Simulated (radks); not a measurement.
Task: All-electron atom: Cl in [Ne] 3s2 3p4 4d1 (not the ground configuration). All-electron calculation, scalar-relativistic Kohn-Sham, PBEsol, spin-polarised, spherical densities, point nucleus; open shells are filled with parallel spins first. Program: a radial shooting solver on a logarithmic mesh with Libxc functionals. Some entries of the table are withheld. Estimate them.

orbital  occ.  eigenvalue (eV)  <1/r> (bohr^-1)
1s up       1        -2757.219            16.66
1s down     1        -2756.853            16.66
2s up       1        -262.2988            3.305
2s down     1        -261.9417            3.305
2p up       3        -201.6252            3.205
2p down     3        -201.1354            3.205
3s up       1              (1)           0.9284
3s down     1              (2)           0.9243
3p up       3         -17.5863           0.7998
3p down     1         -15.4803           0.7877
4d up       1          -0.7349              (3)

Result: 
(1) 3s up eigenvalue (eV): -30.2505
(2) 3s down eigenvalue (eV): -27.9988
(3) 4d up <1/r> (bohr^-1): 0.1087
